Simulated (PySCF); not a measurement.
## Radial density of Sc (scandium, neutral)

UHF, [Ar] 3d2 4s1, 4s spin antiparallel (an excited configuration). All numbers are calculated (PySCF 2.14, the non-relativistic Hamiltonian (point nucleus), in dyall-av2z (16s12p7d2f, 101 functions)).

| r (bohr) | 4πr²ρ (e/bohr) | 4πr²(ρα − ρβ) |
| --- | --- | --- |
| 0.00149 | 0.1613 | 0.0000 |
| 0.00250 | 0.4379 | -0.0001 |
| 0.00421 | 1.153 | -0.0003 |
| 0.00708 | 2.893 | -0.0009 |
| 0.0119 | 6.682 | -0.0020 |
| 0.0200 | 13.48 | -0.0039 |
| 0.0337 | 21.68 | -0.0059 |
| 0.0567 | 24.52 | -0.0060 |
| 0.0953 | 19.20 | -0.0075 |
| 0.160 | 21.09 | -0.0187 |
| 0.270 | 25.65 | 0.0312 |
| 0.454 | 10.99 | 0.2658 |
| 0.763 | 8.009 | 0.6343 |
| 1.28 | 6.954 | 0.9257 |
| 2.16 | 1.509 | 0.4952 |
| 3.63 | 0.4237 | -0.0771 |
| 6.11 | 0.1368 | -0.1010 |
| 10.3 | 0.005942 | -0.0057 |
| 17.3 | 2.112e-05 | 0.0000 |

With the s spin flipped the determinant is a mixture of two multiplicities, not a spectroscopic state.
